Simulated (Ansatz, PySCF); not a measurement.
Homolysis of single bonds, series allyl-X. Isolated molecules, 0 K electronic values unless said otherwise. One relaxed conformer stands for each flexible species; it need not be the lowest. Strings in code marks are SMILES.

Quantity: electronic energy of isomers of C2H5O, doublet states, relative to `[CH2]CO`, in kcal/mol. HF references are unrestricted for open shells and restricted for singlets.

Level 1: frozen-core CCSD(T)/cc-pVTZ // PBE0-D4/def2-TZVP (Ansatz, an electronic-structure program)
Level 2: PBE-D3(BJ)/def2-TZVP // PBE0-D4/def2-TZVP (PySCF)
Level 3: HF/3-21G // PBE0-D4/def2-TZVP (PySCF)
Level 4: HF/STO-3G // PBE0-D4/def2-TZVP (PySCF)

```tsv
species	level 1	level 2	level 3	level 4
`[CH2]OC`	5.61	4.00	3.18	-6.18
```
